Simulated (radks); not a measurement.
Values are calculated unless marked as measured or tabulated.
Trend from Mg+ to Ar+: ionisation energy by Delta-SCF between NIST ground configurations, and size. Level of theory: scalar-relativistic Kohn-Sham, PBE, spin-polarised, spherical densities, point nucleus; open shells are filled with parallel spins first (a radial shooting solver on a logarithmic mesh with Libxc functionals).

species  configuration  configuration of the ion  IE (eV)  NIST (eV)       kind
Mg+           [Ne] 3s1                      [Ne]   15.362     15.035       exp.
Al+           [Ne] 3s2                  [Ne] 3s1   18.793     18.829       exp.
Si+       [Ne] 3s2 3p1                  [Ne] 3s2   16.266     16.346       exp.
P+        [Ne] 3s2 3p2              [Ne] 3s2 3p1   19.867     19.769  semi-emp.
S+        [Ne] 3s2 3p3              [Ne] 3s2 3p2   23.369     23.338       exp.
Cl+       [Ne] 3s2 3p4              [Ne] 3s2 3p3   23.628     23.814       exp.
Ar+       [Ne] 3s2 3p5              [Ne] 3s2 3p4   27.689     27.630       exp.

Reference values: NIST Atomic Spectra Database (exp. = measured, semi-emp. = semi-empirical, theory = theoretical value adopted there). Open shells are spherical and high-spin; term and fine-structure splittings are not resolved.
